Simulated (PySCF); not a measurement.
## Electronic structure of F+ (fluorine, charge +1) at the BHandHLYP level

Configuration: [He] 2s2 2p4, high-spin 3P determinant. Computed with PySCF 2.14 in aug-cc-pCVTZ-DK (7s6p4d2f, 59 functions), with the spin-free X2C one-electron Hamiltonian (Gaussian nucleus).

```
Total energy                                                  : -99.1924 hartree
One-electron energy                                           : -133.3110 hartree
Hartree (Coulomb) energy                                      : 44.0684 hartree
Exchange-correlation energy                                   : -9.9498 hartree
⟨S²⟩                                                          : 2.0029
⟨L²⟩                                                          : 2.006
Sum of ⟨r⟩                                                    : 6.172 bohr
Sum of ⟨r²⟩                                                   : 7.184 bohr²
Traceless quadrupole moment −½Σ⟨3z² − r²⟩ along its main axis : -0.521 e·bohr²
Langevin diamagnetic susceptibility                           : -5.69 ×10⁻⁶ cm³/mol
```

| shell | electrons | mean orbital energy (hartree) | spread (hartree) | rms radius, mean of both spins (bohr) |
| --- | --- | --- | --- | --- |
| 1s α | 1 | -26.21586 | 0 | 0.204 |
| 1s β | 1 | -26.13582 | 0 | 0.204 |
| 2s α | 1 | -2.10994 | 0 | 1.06 |
| 2s β | 1 | -1.84758 | 0 | 1.06 |
| 2p α | 3 | -1.30749 | 0.10381 | 1.10 |
| 2p β | 1 | -1.16275 | 0 | 1.10 |
